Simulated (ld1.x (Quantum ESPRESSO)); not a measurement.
**silver (Ag): variants of one ultrasoft potential**

Base potential:

Ag (Z = 47), ultrasoft, made with ld1.x (Quantum ESPRESSO) 7.5 (LDA (PZ), scalar-relativistic). Core [Kr], reference 4d10 5s1 5p0. Waves: 5s (bound): rcut 2.10, rcutus 2.80 bohr; 5s channel at 3.3 Ry: rcut 2.10, rcutus 2.80 bohr; 5p (bound, empty): rcut 2.70, rcutus 3.35 bohr; 5p channel at 3.7 Ry: rcut 2.70, rcutus 3.35 bohr; 4d (bound): rcut 1.15, rcutus 1.35 bohr; 4d channel at 2.9 Ry: rcut 1.15, rcutus 1.35 bohr. Local part: all-electron potential smoothed inside 1.70 bohr (lloc = -1). Core correction: none. Augmentation charge: built from norm-conserving waves at rcut, not smoothed further.

All-electron outer shells of the reference configuration (LDA (PZ), scalar-relativistic, ld1.x):

| shell | level (eV) | outermost node (bohr) | outermost maximum (bohr) |
| --- | --- | --- | --- |
| 4s | -95.08 | 0.44 | 0.82 |
| 4p | -58.67 | 0.44 | 0.87 |
| 4d | -7.66 | 0.43 | 1.04 |
| 5s | -4.72 | 1.11 | 2.49 |
| 5p | -0.85 | 1.25 | 3.67 |

Cutoffs, loose and tight: the cutoffs (Ry, on a coarse ladder) from which the occupation-weighted sum of valence levels, in a spherical-Bessel basis at the reference potential, stays within 10 and 1 mRy of its value at 400 Ry. They do not see the model core or the augmentation charge, which bear on the density cutoff. Test errors are all-electron minus pseudo excitation energies from the reference, over the configurations 4d10 5s0 5p0; 4d9 5s0 5p0; 4d8 5s0 5p0; 4d7 5s0 5p0; 4d9 5s1 5p1; 4d9 5s2 5p0; 4d10 5s0 5p1 (two spin-polarised tests are not counted in the largest error). A dash means not determined; rows that change the core or the reference have their own tests. The largest error is taken over the tests solved by every variant that gives reliable tests at all: 4d10 5s0 5p0; 4d7 5s0 5p0; 4d8 5s0 5p0; 4d9 5s0 5p0; 4d9 5s2 5p0.

Cutoffs are not given where the Bessel-basis levels miss the radial ones by over 6 mRy, ghosts where they miss by over 20 mRy; a channel whose overlap is not positive is not tested.

| change | outcome | bound ghosts | largest test error (meV) |
| --- | --- | --- | --- |
| base | generated | not determined | -334 |
| waves 5p (bound): rcut 1.96, rcutus 2.08 bohr; 5p channel at 3.7 Ry: rcut 1.96, rcutus 2.08 bohr | generated | not determined | -335 |
| waves 5p (bound): rcut 2.30, rcutus 2.44 bohr; 5p channel at 3.7 Ry: rcut 2.30, rcutus 2.44 bohr | generated | not determined | -335 |
| waves 5p (bound): rcut 2.70, rcutus 2.96 bohr; 5p channel at 3.7 Ry: rcut 2.70, rcutus 2.96 bohr | generated | not determined | -334 |
| waves 5p (bound): rcut 2.70, rcutus 3.30 bohr; 5p channel at 3.7 Ry: rcut 2.70, rcutus 3.30 bohr | generated | not determined | -334 |
| waves 5p (bound): rcut 2.70, rcutus 3.68 bohr; 5p channel at 3.7 Ry: rcut 2.70, rcutus 3.68 bohr | generated | not determined | -334 |
| waves 5p (bound): rcut 2.70, rcutus 3.86 bohr; 5p channel at 3.7 Ry: rcut 2.70, rcutus 3.86 bohr | generated | not determined | -334 |
| waves 5p (bound): rcut 2.70, rcutus 4.30 bohr; 5p channel at 3.7 Ry: rcut 2.70, rcutus 4.30 bohr | generated | not determined | -334 |
| waves 5p (bound): rcut 2.70, rcutus 4.64 bohr; 5p channel at 3.7 Ry: rcut 2.70, rcutus 4.64 bohr | generated | not determined | -334 |

(1) What comes out with this change to the base: waves 5p (bound): rcut 2.70, rcutus 5.04 bohr; 5p channel at 3.7 Ry: rcut 2.70, rcutus 5.04 bohr?

Answers

(1) outcome: generated, overlap not positive; bound ghosts: not determined (overlap not positive); largest test error (meV): -334. A file whose overlap is not positive is unfit for use, and its test errors describe a broken file.
